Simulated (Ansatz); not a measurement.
Abridged output of a molecular run in Ansatz:

```
Functional definition: HF
1415 factors; integrals over basis functions are off by at most 1.2e-3 eV
mean field evaluation 1: about -11787.6906 eV, gradient 4.4e1 eV
mean field evaluation 2: about -11787.9588 eV, gradient 4.4e1 eV
mean field evaluation 4: about -11792.7080 eV, gradient 5.0e0 eV
mean field evaluation 8: about -11792.7948 eV, gradient 4.9e-1 eV
mean field -11792.79549334 eV, -433.3772409364 hartree, gradient 2.6e-6 eV, S^2 0.000000; 0 other end points of the search recorded, 0 dependent functions left out
9 core orbitals not correlated: weight in the atoms' cores, before any rotation towards them, 1.000 or more for the frozen orbitals, at most 0.000 for the correlated occupied ones
reference -11792.79549334 eV, -433.3772409364 hartree; 13, 13 occupied and 214, 214 virtual orbitals, 1415 factors
second order -21.58359578 eV of doubles, -0.00000000 eV of singles
cycle   1  -21.65037276 eV  change   -6.7e-2 eV  update   1.1e-1
cycle   2  -22.22000044 eV  change   -5.7e-1 eV  update   3.5e-2
cycle   3  -22.36252754 eV  change   -1.4e-1 eV  update   1.8e-2
cycle   4  -22.35284448 eV  change    9.7e-3 eV  update   5.6e-3
cycle   5  -22.35007114 eV  change    2.8e-3 eV  update   2.8e-3
cycle   6  -22.35154091 eV  change   -1.5e-3 eV  update   1.2e-3
cycle   7  -22.35085707 eV  change    6.8e-4 eV  update   5.6e-4
cycle   8  -22.35092203 eV  change   -6.5e-5 eV  update   2.5e-4
cycle   9  -22.35104847 eV  change   -1.3e-4 eV  update   9.5e-5
cycle  10  -22.35102526 eV  change    2.3e-5 eV  update   4.1e-5
cycle  11  -22.35103345 eV  change   -8.2e-6 eV  update   1.7e-5
perturbative correction -1.00377909 eV, -0.0368882012 hartree
Total energy: -11816.15030588 eV, -434.2355144669 hartree
```

Its atoms:

```xyz
10

C    -0.8768    0.4762   -1.1936
C    -0.0210    0.0591   -0.0557
C     0.0122   -1.1039    0.6448
Al    1.3812   -0.1979    1.5642
O     0.8926    1.0088    0.3603
H    -1.4311    1.3787   -0.9219
H    -1.5743   -0.3102   -1.4779
H    -0.2465    0.7355   -2.0486
H    -0.6307   -1.9474    0.4521
H     2.4944   -0.0990    2.6762
```

(1) Which basis set was used?
A. def2-SVP
B. def2-TZVPPD
C. cc-pV(Q+d)Z
D. def2-TZVPP

(2) Write the keys of the input that set method, charge and spin (a neutral closed shell needs none for the last two).

Answers

(1) D. It gives 236 functions.

(2) 
```yaml
correlation: {method: ccsd_t}
```
